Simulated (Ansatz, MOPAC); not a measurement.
Molecule: GeBr2F (charge 0, doublet). SMILES: [Br][Ge]([Br])[F]

Atoms: F1, Ge2, Br3, Br4. Bonds: F1-Ge2, Ge2-Br3, Ge2-Br4.

Bond lengths (Å) and angles (degrees) optimised at PM3 with MOPAC; PM6 with MOPAC; B3LYP/LANL2DZ with Ansatz (an electronic-structure program); MP2/6-31G* with LANL2DZ past Ar with Ansatz, each started from the B3LYP-D3(BJ)/def2-TZVP structure (Ansatz) of the last column. A row stands for all coordinates that are equal there. 6-31G* holds six Cartesian d functions. No wavenumbers were computed at B3LYP/LANL2DZ, MP2/6-31G* with LANL2DZ past Ar, so these may be saddle points.

```json
[
 {"coordinate": "F1-Ge2", "PM3": "1.694", "PM6": "1.733", "B3LYP/LANL2DZ": "1.779", "MP2/6-31G* with LANL2DZ past Ar": "1.699", "B3LYP-D3(BJ)/def2-TZVP": "1.748"},
 {"coordinate": "Ge2-Br3", "PM3": "2.291", "PM6": "2.247", "B3LYP/LANL2DZ": "2.466", "MP2/6-31G* with LANL2DZ past Ar": "2.434", "B3LYP-D3(BJ)/def2-TZVP": "2.339"},
 {"coordinate": "F1-Ge2-Br3", "PM3": "113.7", "PM6": "107.3", "B3LYP/LANL2DZ": "105.9", "MP2/6-31G* with LANL2DZ past Ar": "106.1", "B3LYP-D3(BJ)/def2-TZVP": "106.0"},
 {"coordinate": "Br3-Ge2-Br4", "PM3": "112.3", "PM6": "121.5", "B3LYP/LANL2DZ": "113.2", "MP2/6-31G* with LANL2DZ past Ar": "113.0", "B3LYP-D3(BJ)/def2-TZVP": "112.2"}
]
```

Mean signed difference of all 3 bond lengths from B3LYP-D3(BJ)/def2-TZVP: PM3 -0.050 Å, PM6 -0.066 Å, B3LYP/LANL2DZ 0.095 Å, MP2/6-31G* with LANL2DZ past Ar 0.047 Å.
